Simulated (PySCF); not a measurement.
How strongly B binds etchant and ambient atoms

PBE0 in PySCF with def2-TZVPPD on every atom, for the lowest determinant that a PBE0 search found; no spin–orbit coupling. D0 is De less the harmonic zero-point energy.

```csv
X,state of BX,D0(BX) (eV),D0(X₂) (eV)
H,singlet (closed shell),3.35,4.26
F,singlet (closed shell),7.67,1.44
Cl,singlet (closed shell),5.27,2.55
Br,singlet (closed shell),4.54,2.25
O,doublet (σ ↑),8.33,5.28
N,"triplet (σ ↑, π ↑)",4.72,9.62
```

Give the energy of B + X₂ → BX + X at 0 K for each X.

H: 4.26 − 3.35 = +0.91 eV; F: 1.44 − 7.67 = -6.23 eV; Cl: 2.55 − 5.27 = -2.72 eV; Br: 2.25 − 4.54 = -2.29 eV; O: 5.28 − 8.33 = -3.05 eV; N: 9.62 − 4.72 = +4.90 eV (PBE0/def2-TZVPPD; negative means exothermic).

Does an atom of Cl displace O from BO?

BO + Cl → BCl + O has ΔE = 8.33 − 5.27 = +3.06 eV at PBE0/def2-TZVPPD, so it is uphill.

Gas-phase diatomics only hint at surface chemistry, where an atom holds several bonds.

States were picked by a PBE0 search and need not be the measured ground states.
